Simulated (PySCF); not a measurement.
# Orbital picture of ZnI

PBE0 at R = 2.512 Å; Zn cc-pVTZ-PP with ECP10, I cc-pVTZ-PP with ECP28; scalar-relativistic core potentials (PySCF 2.14). State: ²Σ⁺ (doublet), unpaired electrons σ ↑. Only the outer orbitals are listed, counted within each symmetry, core potentials removing the inner ones.

```tsv
spin	orbital	occ.	ε (eV)	on Zn (%)	main shells (%)
α	8σ	1	-9.78	44	54 I p, 41 Zn s
α	5π	1	-7.54	4	96 I p
α	5π	1	-7.54	4	96 I p
α	9σ	1	-6.37	71	48 Zn s, 28 I p, 23 Zn p
α	6π	0	-1.08	96	95 Zn p
α	6π	0	-1.08	96	95 Zn p
β	8σ	1	-9.16	40	58 I p, 34 Zn s
β	5π	1	-7.45	4	96 I p
β	5π	1	-7.45	4	96 I p
β	9σ	0	-3.63	76	64 Zn s, 23 I p, 12 Zn p
β	6π	0	-0.47	95	95 Zn p
β	6π	0	-0.47	95	95 Zn p
```

Problem. Which are the highest filled and the lowest empty level, where do they sit, and how wide is the gap?

Solution. Highest filled α 9σ at -6.37 eV (in %: 48 Zn s, 28 I p, 23 Zn p); lowest empty β 9σ at -3.63 eV (in %: 64 Zn s, 23 I p, 12 Zn p); the gap at PBE0 is 2.74 eV.

| Property | Result |
| --- | --- |
| bond order (Mayer) | 1.07 |
| ⟨S²⟩ | 0.754 |
| charge on Zn (Mulliken, basis-dependent) | 0.29 |
| charge on Zn (Löwdin, basis-dependent) | 0.12 |
| dipole moment (positive dipole means Zn(−)I(+)) | -2.26 D |
| polarisability along the bond | 92.2 bohr³ |
| polarisability across the bond | 51.3 bohr³ |

Spin–orbit coupling is left out. The state was picked by a PBE0 search and need not be the measured ground state.
